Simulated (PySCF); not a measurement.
Task: Give a PBE0-D3(BJ)/def2-SVP geometry of `C[S][Nb](=[Se])([S]C)[S]C` (NbSe(SMe)3). (Singlet state.)

Result: 
```
atom  x, y, z in Å
Nb1    0.0748   -0.0489   -0.3655
Se2    0.1437   -0.0977    1.9079
S3     2.1715   -0.5471   -1.2719
C4     2.9857   -1.7187   -0.1329
H5     3.1357   -1.2460    0.8460
H6     3.9558   -1.9807   -0.5768
H7     2.3809   -2.6270   -0.0187
S8    -0.6540    2.0512   -1.0765
C9    -0.1452    3.3096    0.1413
H10   -0.6296    3.1104    1.1059
H11   -0.4681    4.2849   -0.2477
H12    0.9447    3.3080    0.2652
S13   -1.4707   -1.6174   -1.1434
C14   -2.8965   -1.5490   -0.0053
H15   -2.5875   -1.8474    1.0051
H16   -3.6505   -2.2485   -0.3908
H17   -3.3193   -0.5364    0.0184
```

Orientation and origin are arbitrary. Atoms count from 1 in this order. All 3 C–S bonds measure 1.824 to 1.826 Å. All 3 Nb–S bonds measure 2.334 to 2.338 Å. Nb1 (niobium bonded to 3 S and Se) is tetrahedral (angles from 107.2° to 110.8°).

Bonds between heavy atoms (Å): Nb1–Se2 2.275, Nb1–S3 2.338, Nb1–S8 2.334, Nb1–S13 2.335, S3–C4 1.826, S8–C9 1.824, S13–C14 1.826.

Method: PBE0-D3(BJ)/def2-SVP geometry optimisation, gas phase, def2 core potentials past Kr (PySCF 2.14.0).

Point group: C1 (no symmetry element, even within 0.4 Å). PBE0-D3(BJ)/def2-SVP frequencies: not computed here. Torsions: Se2–Nb1–S3–C4 32°, Se2–Nb1–S8–C9 30°, Se2–Nb1–S13–C14 40°.

Time: 5.6 min wall; peak memory 1.3 GiB. Hardware: one thread, Arm Neoverse V2 (aarch64) (shared host). These figures are those of the optimisation.
